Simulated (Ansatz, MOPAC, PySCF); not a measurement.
Complex: HCl (SMILES Cl) (first 2 atoms) with ClH3Si (SMILES [SiH3]Cl); geometry from B3LYP-D3(BJ)/def2-TZVP, rigid monomers moved along the line of their centres of mass till H2···Cl4 is 4.43 Å.
(charge 0, multiplicity 1):
```json
[
 {"atom": "Cl", "x (Å)": "-0.3135", "y (Å)": "-0.4178", "z (Å)": "0.9692"},
 {"atom": "H", "x (Å)": "0.5898", "y (Å)": "-0.1007", "z (Å)": "1.8322"},
 {"atom": "Si", "x (Å)": "-0.1060", "y (Å)": "0.8197", "z (Å)": "6.6664"},
 {"atom": "Cl", "x (Å)": "1.8448", "y (Å)": "0.9561", "z (Å)": "5.9513"},
 {"atom": "H", "x (Å)": "-0.5783", "y (Å)": "-0.5560", "z (Å)": "6.4336"},
 {"atom": "H", "x (Å)": "-0.9261", "y (Å)": "1.7998", "z (Å)": "5.9336"},
 {"atom": "H", "x (Å)": "-0.0653", "y (Å)": "1.1315", "z (Å)": "8.1071"}
]
```

Monomers are frozen at their geometry in the pair; levels with a basis set take the counterpoise correction. Rows marked so take none.

Cores are frozen in the correlated methods. CBS: X⁻³ extrapolation of the correlation energy, Hartree–Fock from the larger set. Rows in 3-21G, 6-31G*, STO-3G carry no dispersion term and start afresh at each structure (6-31G* with six Cartesian d functions). MP2/6-31G* freezes PySCF's default core. The state reached by PM3, PM7 isn't checked; PM7 holds dispersion and hydrogen-bond terms.

Codes used: Ansatz (Gaussian orbitals); MOPAC for PM3, PM7 (differences of heats of formation); PySCF for 3-21G rows, 6-31G* rows, STO-3G rows, the dispersion terms. 

Other levels give for the interaction energy: PBE/def2-TZVPPD -0.35; B3LYP/def2-TZVPPD -0.23; B3LYP-D3(BJ)/def2-TZVPPD -0.48; wB97M-V/def2-TZVPPD -0.46; MP2/CBS(aug-cc-pV(D+d)Z, aug-cc-pV(T+d)Z) + ΔCCSD(T)/aug-cc-pV(D+d)Z -0.46 kcal/mol.

Common cheap choices:

```json
[
 {"level": "PM3", "interaction energy (kcal/mol)": "-0.36", "less -0.46 (MP2/CBS(aug-cc-pV(D+d)Z, aug-cc-pV(T+d)Z) + ΔCCSD(T)/aug-cc-pV(D+d)Z)": "0.10"},
 {"level": "PM7", "interaction energy (kcal/mol)": "-0.68", "less -0.46 (MP2/CBS(aug-cc-pV(D+d)Z, aug-cc-pV(T+d)Z) + ΔCCSD(T)/aug-cc-pV(D+d)Z)": "-0.22"},
 {"level": "HF/STO-3G (no counterpoise)", "interaction energy (kcal/mol)": "-0.45", "less -0.46 (MP2/CBS(aug-cc-pV(D+d)Z, aug-cc-pV(T+d)Z) + ΔCCSD(T)/aug-cc-pV(D+d)Z)": "0.01"},
 {"level": "HF/3-21G (no counterpoise)", "interaction energy (kcal/mol)": "-0.52", "less -0.46 (MP2/CBS(aug-cc-pV(D+d)Z, aug-cc-pV(T+d)Z) + ΔCCSD(T)/aug-cc-pV(D+d)Z)": "-0.06"},
 {"level": "HF/6-31G* (no counterpoise)", "interaction energy (kcal/mol)": "-0.43", "less -0.46 (MP2/CBS(aug-cc-pV(D+d)Z, aug-cc-pV(T+d)Z) + ΔCCSD(T)/aug-cc-pV(D+d)Z)": "0.03"},
 {"level": "BP86/6-31G* (no counterpoise)", "interaction energy (kcal/mol)": "-0.32", "less -0.46 (MP2/CBS(aug-cc-pV(D+d)Z, aug-cc-pV(T+d)Z) + ΔCCSD(T)/aug-cc-pV(D+d)Z)": "0.14"},
 {"level": "MP2/6-31G*", "interaction energy (kcal/mol)": "-0.44", "less -0.46 (MP2/CBS(aug-cc-pV(D+d)Z, aug-cc-pV(T+d)Z) + ΔCCSD(T)/aug-cc-pV(D+d)Z)": "0.01"},
 {"level": "MP2/6-31G* (no counterpoise)", "interaction energy (kcal/mol)": "-0.49", "less -0.46 (MP2/CBS(aug-cc-pV(D+d)Z, aug-cc-pV(T+d)Z) + ΔCCSD(T)/aug-cc-pV(D+d)Z)": "-0.04"}
]
```

Ansatz is a first-principles code.
